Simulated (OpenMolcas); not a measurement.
# Ag4+: moving or changing the point charges

Ag4+ among 5 point charges of -2 e arranged as a trigonal bipyramid (D3h), 2.23 Å from the ion, with the axial distance 2.408 Å.

```yaml
Program: OpenMolcas
Method: CASSCF
Basis: ANO-RCC-VTZP [7s6p4d2f1g]
Scalar_Hamiltonian: DKH2, point nucleus
Active_space: 7 electrons in 5 orbitals (4d)
State_averaging: 2S+1 = 4 even, 10 roots; 2S+1 = 2 even, 40 roots
Spin-orbit_coupling: state interaction with AMFI integrals over the reference wave functions
```

Runs around this geometry, states (labels of D3, the rotations of D3h). Energies in cm-1 above the lowest state or level, χT in cm3 K/mol.

| R (Å) | q (e) | Axial / equatorial distance | Ground state | First state of that spin | First gap with spin-orbit (degeneracies) | χT at 300 K | First state of another spin |
| --- | --- | --- | --- | --- | --- | --- | --- |
| 2.23 | -1.6 | 1.08 | 4A2 | 4A2 316.5 | 89.0 (2, 2) | 4.964 | 2E 18157 |
| 2.14 | -2 | 1.08 | 4A2 | 4A2 494.1 | 89.0 (2, 2) | 4.782 | 2E 18108 |
| 2.23 | -2 | 1.08 | 4A2 | 4A2 389.5 | 100.2 (2, 2) | 4.871 | 2E 18145 |
| 2.39 | -2 | 1.08 | 4A2 | 4A2 258.1 | 102.6 (2, 2) | 5.017 | 2E 18128 |
| 2.23 | -2 | 1.17 | 4A2 | 4E 968.4 | 366.7 (2, 2) | 4.815 | 2E 18540 |

Scaling the charges by -1.6 / -2 = 0.80 scales the first state of the same spin by 316.5 / 389.5 = 0.81; with fixed orbitals a first-order splitting would follow the charge.

Without dynamic correlation the repulsion within the d shell is too large (B by tens of per cent), so at a given field states of lower spin stand too high. Point charges give a weaker field than real ligands, and real ions of this kind are as a rule low spin; the high spin found here belongs to the model. The ground term spreads over less than 5000 cm-1, several times less than with real ligands, so orbital moments are less quenched and χT lies further from the spin-only value than at real sites. Spin-orbit coupling mixes the spin-free states strongly: the lowest level takes only 49 % from its leading state, 4A2, which lies 317 cm-1 above the lowest spin-free state (figures for R = 2.23, q = -1.6, ratio = 1.08; the like holds for R = 2.14, q = -2, ratio = 1.08, R = 2.23, q = -2, ratio = 1.08, R = 2.39, q = -2, ratio = 1.08, R = 2.23, q = -2, ratio = 1.17). This is an electrostatic model: the charges have no orbitals. No measured value stands beside these numbers.
